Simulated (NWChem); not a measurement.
System: C$_{3}$H$_{4}$O$_{2}$; SMILES O=C1COC1

Excerpt of the output:

```
             Northwest Computational Chemistry Package (NWChem) 7.3.0
             --------------------------------------------------------

 C2V symmetry detected

                             Geometry "geometry" -> ""
                             -------------------------

 Output coordinates in angstroms (scale by  1.889725989 to convert to a.u.)

  No.       Tag          Charge          X              Y              Z
 ---- ---------------- ---------- -------------- -------------- --------------
    1 O                    8.0000     0.00000000     0.00000000     1.86672579
    2 C                    6.0000     0.00000000     0.00000000     0.66383979
    3 C                    6.0000     0.00000000     1.05352000    -0.45362621
    4 O                    8.0000     0.00000000     0.00000000    -1.43838121
    5 C                    6.0000     0.00000000    -1.05352000    -0.45362621
    6 H                    1.0000     0.90646200     1.70219500    -0.49157021
    7 H                    1.0000    -0.90646200     1.70219500    -0.49157021
    8 H                    1.0000     0.90646200    -1.70219500    -0.49157021
    9 H                    1.0000    -0.90646200    -1.70219500    -0.49157021

 Effective nuclear repulsion energy (a.u.)     168.4819140023

      Symmetry information
      --------------------

 Group name             C2v
 Group number             16
 Group order               4
 No. of unique centers     5

                                 NWChem DFT Module
                                 -----------------

 Summary of "ao basis" -> "ao basis" (spherical)
 ------------------------------------------------------------------------------
       Tag                 Description            Shells   Functions and Types
 ---------------- ------------------------------  ------  ---------------------
 O                           6-31g*                  6       14   3s2p1d
 C                           6-31g*                  6       14   3s2p1d
 H                           6-31g*                  2        2   2s

      Symmetry analysis of basis
      --------------------------

        a1         33
        a2          9
        b1         15
        b2         21

            General Information
            -------------------
          SCF calculation type: DFT
          Wavefunction type:  closed shell.
          No. of atoms     :     9
          No. of electrons :    38
           Alpha electrons :    19
            Beta electrons :    19
          Charge           :     0
          Spin multiplicity:     1
          Use of symmetry is: on ; symmetry adaption is: on
          Maximum number of iterations: 150
          AO basis - number of functions:    78
                     number of shells:    38
          Convergence on energy requested:  1.00D-06
          Convergence on density requested:  1.00D-05
          Convergence on gradient requested:  5.00D-04

              XC Information
              --------------
                         MN15 Method XC Functional
                     Hartree-Fock (Exact) Exchange  0.440
                          MN15 Exchange Functional  1.000
                        MN15 Correlation Potential  1.000

             Grid Information
             ----------------
          Grid used for XC integration:  xfine
          Radial quadrature: Mura-Knowles
          Angular quadrature: Lebedev.
          Tag              B.-S. Rad. Rad. Pts. Rad. Cut. Ang. Pts.
          ---              ---------- --------- --------- ---------
          O                   0.60      100           9.0      1454
          C                   0.70      100           9.0      1454
          H                   0.35      100          10.0      1202
          Grid pruning is: on
          Number of quadrature shells:   500
          Spatial weights used:  Erf1

      Superposition of Atomic Density Guess
      -------------------------------------

 Sum of atomic energies:        -264.48239707

      Non-variational initial energy
      ------------------------------

 Total energy =    -266.942976
 1-e energy   =    -694.453359
 2-e energy   =     259.028469
 HOMO         =      -0.278668
 LUMO         =      -0.002421

      Symmetry analysis of molecular orbitals - initial
      -------------------------------------------------

  Numbering of irreducible representations:

     1 a1          2 a2          3 b1          4 b2

  Orbital symmetries:

     1 a1          2 a1          3 a1          4 b2          5 a1
     6 a1          7 a1          8 b2          9 a1         10 a1
    11 b1         12 a1         13 b2         14 b1         15 b2
    16 a2         17 a1         18 b1         19 b2         20 b1
    21 a1         22 a1         23 b2         24 b2         25 a2
    26 b1         27 a1         28 b2         29 a1

     ---------------------------------------------
      Total Density - Mulliken Population Analysis
     ---------------------------------------------

    Atom       Charge   Shell Charges
 -----------   ------   -------------------------------------------------------
    1 O    8     8.85   2.00  0.95  3.10  0.94  1.84  0.02
    2 C    6     5.18   2.00  0.71  1.48  0.48  0.43  0.08
    3 C    6     6.03   2.00  0.70  1.76  0.60  0.91  0.05
    4 O    8     8.75   2.00  0.93  3.00  0.95  1.85  0.02
    5 C    6     6.03   2.00  0.70  1.76  0.60  0.91  0.05
    6 H    1     0.79   0.46  0.33
    7 H    1     0.79   0.46  0.33
    8 H    1     0.79   0.46  0.33
    9 H    1     0.79   0.46  0.33

   convergence    iter        energy       DeltaE   RMS-Dens  Diis-err
 ---------------- ----- ----------------- --------- --------- ---------
 d= 0,ls=0.0,diis     1   -266.6460645804 -4.35D+02  2.10D-02  1.61D+00
 d= 0,ls=0.0,diis     2   -266.4333804387  2.13D-01  1.41D-02  3.93D+00
 d= 0,ls=0.0,diis     3   -266.8015069300 -3.68D-01  2.57D-03  9.15D-02
 d= 0,ls=0.0,diis     4   -266.8081300280 -6.62D-03  1.21D-03  2.41D-02
 d= 0,ls=0.0,diis     5   -266.8102974017 -2.17D-03  2.89D-04  1.01D-03
  Resetting Diis
 d= 0,ls=0.0,diis     6   -266.8103904164 -9.30D-05  1.02D-04  7.65D-05
 d= 0,ls=0.0,diis     7   -266.8104005312 -1.01D-05  4.42D-05  3.96D-06
 d= 0,ls=0.0,diis     8   -266.8104004428  8.83D-08  1.74D-05  6.37D-06
 d= 0,ls=0.0,diis     9   -266.8104010119 -5.69D-07  5.97D-06  3.91D-07

         Total DFT energy =     -266.810401011879
      One electron energy =     -697.146522702854
           Coulomb energy =      296.445945083784
    Exchange-Corr. energy =      -34.591737395092
 Nuclear repulsion energy =      168.481914002283

 Numeric. integr. density =       38.000000003220

                  Occupations of the irreducible representations
                  ----------------------------------------------

                     irrep           alpha         beta
                     --------     --------     --------
                     a1               10.0         10.0
                     a2                1.0          1.0
                     b1                3.0          3.0
                     b2                5.0          5.0

                       DFT Final Molecular Orbital Analysis
                       ------------------------------------

 Vector   17  Occ=2.000000D+00  E=-3.931167D-01  Symmetry=a1
              MO Center=  1.1D-16, -1.7D-15, -9.2D-01, r^2= 2.0D+00
   Bfn.  Coefficient  Atom+Function         Bfn.  Coefficient  Atom+Function
  ----- ------------  ---------------      ----- ------------  ---------------
    47      0.519522  4 O  pz                51      0.360677  4 O  pz
    19      0.234459  2 C  pz                 5     -0.206006  1 O  pz
    33     -0.205156  3 C  pz                61     -0.205156  5 C  pz
    48     -0.183811  4 O  s                 20     -0.176218  2 C  s
     9     -0.135251  1 O  pz                44     -0.121011  4 O  s

 Vector   18  Occ=2.000000D+00  E=-3.157764D-01  Symmetry=b1
              MO Center=  8.7D-16, -6.0D-16, -1.0D+00, r^2= 2.0D+00
   Bfn.  Coefficient  Atom+Function         Bfn.  Coefficient  Atom+Function
  ----- ------------  ---------------      ----- ------------  ---------------
    45      0.570458  4 O  px                49      0.421096  4 O  px
    72     -0.165165  6 H  s                 74      0.165165  7 H  s
    76     -0.165165  8 H  s                 78      0.165165  9 H  s
    31     -0.151869  3 C  px                59     -0.151869  5 C  px
    71     -0.130462  6 H  s                 73      0.130462  7 H  s

[...]

                         DFT ENERGY GRADIENTS

    atom               coordinates                        gradient
                 x          y          z           x          y          z
   1 O       0.000000   0.000000   3.527600    0.000000   0.000000   0.007749
   2 C       0.000000   0.000000   1.254475    0.000000   0.000000   0.000773
   3 C       0.000000   1.990864  -0.857229    0.000000  -0.007585   0.001454
   4 O       0.000000   0.000000  -2.718146    0.000000   0.000000  -0.012793
   5 C       0.000000  -1.990864  -0.857229    0.000000   0.007585   0.001454
   6 H       1.712965   3.216682  -0.928933    0.008137   0.007228   0.000341
   7 H      -1.712965   3.216682  -0.928933   -0.008137   0.007228   0.000341
   8 H       1.712965  -3.216682  -0.928933    0.008137  -0.007228   0.000341
   9 H      -1.712965  -3.216682  -0.928933   -0.008137  -0.007228   0.000341
```

Level: MN15/6-31G* (spherical d). Coordinates come from a PBE-D3(BJ)/def2-SVP optimisation.

Problem. Which NWChem input produces such a log?

Solution. This is not unique; one that fits is the input that was run:
```
start job
memory heap 200 mb stack 900 mb global 1100 mb
geometry units angstroms noautoz
  O      0.000000     0.000000     1.866112
  C      0.000000     0.000000     0.663226
  C      0.000000     1.053520    -0.454240
  O      0.000000     0.000000    -1.438995
  C      0.000000    -1.053520    -0.454240
  H      0.906462     1.702195    -0.492184
  H     -0.906462     1.702195    -0.492184
  H      0.906462    -1.702195    -0.492184
  H     -0.906462    -1.702195    -0.492184
end
basis spherical
  O library 6-31g*
  C library 6-31g*
  H library 6-31g*
end
dft
  xc mn15
  grid xfine
  iterations 150
  mulliken
end
task dft gradient
```
